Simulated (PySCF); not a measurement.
**Two-dimensional NMR puzzle**

Compound of formula C$_{7}$H$_{13}$N$_{3}$. Correlations simulated from computed shifts and the bond graph:

HSQC (one-bond C–H):
```csv
δH,δC
4.58,57.1
2.39,12.7
1.48,25.2
```

COSY cross peaks (H two or three bonds apart, from the bond graph; peaks can be absent where the dihedral angle is near 90°):
```csv
δH,δH
4.58,1.48
```

HMBC (two and three bonds, from the bond graph):
```csv
δH,δC
4.58,25.2
2.39,145.5
1.48,"57.1, 25.2"
```

Carbons without hydrogens: δ 145.5.

[PySCF 2.14: geometry from GFN2-xTB; σ from GIAO-PBE0/pcSseg-1; no solvent; non-relativistic; fast rotation and ring inversion assumed for equivalent nuclei; single conformer]

δ = σ(ref) − σ, references computed at the same level: TMS for ¹H and ¹³C.

Exchangeable hydrogens are left out of these lists.

Problem. Work out the connectivity.

Solution. `C(N1N=C(C)C(C)=N1)(C)C`.

Atoms are numbered as in `[CH3:1][c:2]1[n:3][n:4]([CH:5]([CH3:6])[CH3:7])[n:8][c:9]1[CH3:10]`; H(Xn) means a hydrogen on atom n.

1. δC 145.5 is C2/C9, a substituted aromatic carbon next to a ring nitrogen.
2. δC 57.1 is C5, an sp3 CH bonded to N (δH 4.58).
3. δC 25.2 is C6/C7, a methyl carbon (δH 1.48).
4. δC 12.7 is C1/C10, a methyl carbon on an aromatic ring (δH 2.39).
5. HMBC from δH 2.39 reaches the proton-free carbon C2/C9.
6. COSY links 4.58–1.48.

The shifts were computed for this structure.

Shifts are as computed. Against solution values, carbons near 30 ppm lie about +3 ppm off and those near 130 ppm about +5 ppm. Of 1211 compounds with measured shifts, 218 miss one by over three times the rms of a fit or turn the order of signals round; such compounds aren't used in these exercises.
